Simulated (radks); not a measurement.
Values are calculated unless marked as measured or tabulated.
Cr4+, 20 electrons, occupied as [Ar] 3d2 (the NIST ground configuration). Code: a radial shooting solver on a logarithmic mesh with Libxc functionals. Model: scalar-relativistic Kohn-Sham, SCAN, spin-polarised, spherical densities, finite nucleus; open shells are filled with parallel spins first; meta-GGA in the generalised Kohn-Sham scheme; Fermi nuclear charge, rms radius 3.6452 fm.

Normalised radial functions P(r) = r R(r), r in bohr:

r,3s up,3p up
0.003362,0.0862,0.0019
0.004274,0.1067,0.0031
0.00539,0.1304,0.0047
0.006853,0.1592,0.0074
0.008711,0.1924,0.0116
0.01099,0.2279,0.0178
0.01397,0.2669,0.0276
0.01775,0.3052,0.0423
0.02239,0.3369,0.0633
0.02846,0.3570,0.0946
0.0359,0.3545,0.1371
0.04563,0.3171,0.1966
0.05801,0.2321,0.2732
0.07316,0.0967,0.3618
0.093,-0.0961,0.4604
0.1182,-0.3191,0.5471
0.1491,-0.5176,0.5911
0.1895,-0.6317,0.5569
0.239,-0.5793,0.4099
0.3039,-0.3102,0.1237
0.3863,0.1514,-0.2739
0.4872,0.6615,-0.6845
0.6193,1.0700,-1.0147
0.781,1.2010,-1.1359
0.9929,1.0344,-1.0210
1.262,0.6885,-0.7363
1.592,0.3553,-0.4273
2.024,0.1303,-0.1845
2.572,0.0320,-0.0563
3.244,0.0052,-0.0119

3s up: eigenvalue -137.08 eV, 2 radial nodes at r = 0.0831, 0.360 bohr, <r> = 0.874 bohr, 90 % of the charge inside 1.30 bohr. 3p up: eigenvalue -106.39 eV, 1 radial node at r = 0.329 bohr, <r> = 0.915 bohr, 90 % of the charge inside 1.39 bohr.

Empty levels of this run are not shown, since the potential may be unsettled where no density lies.
